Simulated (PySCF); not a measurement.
## `C#Cc1pc(C)oc1C`: 4 charge schemes on one density

Species: C7H7OP.
Geometry (GFN2-xTB, Å), atoms numbered from 1 in this order:
```xyz
16
C7H7OP angstrom
C      3.2923    1.5256   -0.1292
C      2.1507    1.1642   -0.0334
C      0.8088    0.7617    0.0743
P     -0.5990    1.8582   -0.0427
C     -1.5885    0.4757    0.1868
C     -3.0756    0.3964    0.2299
O     -0.9286   -0.6877    0.3395
C      0.4010   -0.5291    0.2751
C      1.2424   -1.7475    0.4304
H      4.2900    1.8369   -0.2149
H     -3.4435   -0.2703   -0.5510
H     -3.4093    0.0004    1.1895
H     -3.5003    1.3853    0.0832
H      1.2819   -2.0516    1.4767
H      2.2522   -1.5413    0.0872
H      0.8178   -2.5680   -0.1453
```

Density: PBE0/pcSseg-1 (PySCF); schemes: Mulliken, IAO, Hirshfeld and ESP-fitted. Geometry: GFN2-xTB; no solvent, vibrations or thermal averaging.

Problem. What partial charge does each atom carry?

Solution. In e; atoms taken as equivalent share a row and are averaged (×n: the atom named and its like, n in all):

| atom | environment | Mulliken | IAO | Hirshfeld | ESP-fitted |
| --- | --- | --- | --- | --- | --- |
| C1 | terminal alkyne carbon | -0.414 | -0.248 | -0.115 | -0.578 |
| C2 | alkyne carbon | +0.476 | -0.023 | -0.054 | +0.286 |
| C3 | substituted aromatic carbon | -0.673 | -0.285 | -0.093 | -0.205 |
| P4 | phosphorus bonded to 2 C | +0.455 | +0.280 | +0.039 | -0.124 |
| C5 | substituted aromatic carbon | -0.271 | -0.041 | +0.018 | +0.244 |
| C6 | benzylic-type carbon | -0.141 | -0.431 | -0.123 | -0.668 |
| O7 | furan-type oxygen | -0.359 | -0.217 | -0.046 | -0.126 |
| C8 | substituted aromatic carbon | +0.185 | +0.210 | +0.083 | +0.243 |
| C9 | benzylic-type carbon | -0.136 | -0.438 | -0.116 | -0.599 |
| H10 | alkyne hydrogen | +0.039 | +0.202 | +0.090 | +0.335 |
| H11/H12/H13 | methyl hydrogen | +0.137 | +0.163 | +0.052 | +0.207 |
| H14/H15/H16 | methyl hydrogen | +0.143 | +0.167 | +0.053 | +0.190 |

Mean size of the charges over all atoms: ESP-fitted 0.287 e, Mulliken 0.249 e, IAO 0.210 e, Hirshfeld 0.068 e. Each set sums to the total charge, 0, to within 0.001 e. The IAO scheme projects the occupied orbitals on a minimal set of polarised atomic orbitals and counts the electrons in each atom's part of it.

Lowest charge. The schemes don't all agree: Mulliken C3 (-0.673); IAO C9 (-0.438); Hirshfeld C6 (-0.123); ESP-fitted C6 (-0.668).

Highest charge. The schemes don't all agree: Mulliken C2 (+0.476); IAO P4 (+0.280); Hirshfeld H10 (+0.090); ESP-fitted H10 (+0.335).

Problem. How closely do the schemes follow one another over all atoms?

Solution. Correlation coefficient and root-mean-square difference: IAO with Hirshfeld 0.95, 0.167 e; Hirshfeld with ESP-fitted 0.86, 0.271 e; IAO with ESP-fitted 0.83, 0.189 e; Mulliken with IAO 0.71, 0.215 e; Mulliken with Hirshfeld 0.58, 0.265 e; Mulliken with ESP-fitted 0.52, 0.311 e.

Problem. How many electrons does the Hirshfeld scheme count on P4?

Solution. Z − q = 15 − (+0.039) = 14.961.

Problem. Sum the charges by element, for elements with more than one atom.

Solution. 
| element | atoms | Mulliken | IAO | Hirshfeld | ESP-fitted |
| --- | --- | --- | --- | --- | --- |
| C | 7 | -0.974 | -1.256 | -0.400 | -1.276 |
| H | 7 | +0.877 | +1.193 | +0.407 | +1.526 |

The run behind these numbers computed NMR shieldings as well. Hardware: one thread, Arm Neoverse V1 (aarch64), shared host with 32 logical CPUs at a one-minute load of 26. Cost: 29 s wall, 0.85 GiB resident at most.
